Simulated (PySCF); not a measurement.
Species: octane, C8H18.
SMILES with atom numbers: `[CH3:1][CH2:2][CH2:3][CH2:4][CH2:5][CH2:6][CH2:7][CH3:8]` (hydrogens: H9, H10, H11 on C1; H12, H13 on C2; H14, H15 on C3; H16, H17 on C4; H18, H19 on C5; H20, H21 on C6; H22, H23 on C7; H24, H25, H26 on C8)

Method: PBE0-D3(BJ)/def2-SVP geometry optimisation, gas phase in PySCF 2.14.0.

(1) What internal coordinates does the optimisation give?

## Answers

(1) 
| bond | length (Å) | order |
| --- | --- | --- |
| C1–C2, C7–C8 | 1.520 | single |
| C2–C3, C6–C7 | 1.523 | single |
| C3–C4, C5–C6 | 1.522 | single |
| C4–C5 | 1.522 | single |
| C1–H9 and 5 like bonds | 1.102 | single |
| C2–H12 and 3 like bonds | 1.105 | single |
| C3–H14 and 3 like bonds | 1.106 | single |
| C4–H16 and 3 like bonds | 1.105 | single |

Bonds in one row agree within 0.01 Å and their mean is given. Orders are formal, as drawn. A selection of angles:
| angle | degrees |
| --- | --- |
| C1–C2–C3 | 113.5 |
| C2–C3–C4 | 113.9 |
| C3–C4–C5 | 113.8 |

Torsions: C1–C2–C3–C4 180° (antiperiplanar); C2–C3–C4–C5 180° (antiperiplanar); C3–C4–C5–C6 180° (antiperiplanar); C4–C5–C6–C7 180° (antiperiplanar); C5–C6–C7–C8 180° (antiperiplanar).

The 8 heavy atoms lie in one plane (0.001 Å rms). All 7 C–C bonds measure 1.520 to 1.523 Å.

Point group: C2h (every atom within 0.08 Å of its image). Not checked by PBE0-D3(BJ)/def2-SVP frequencies. One conformer, not necessarily the lowest.
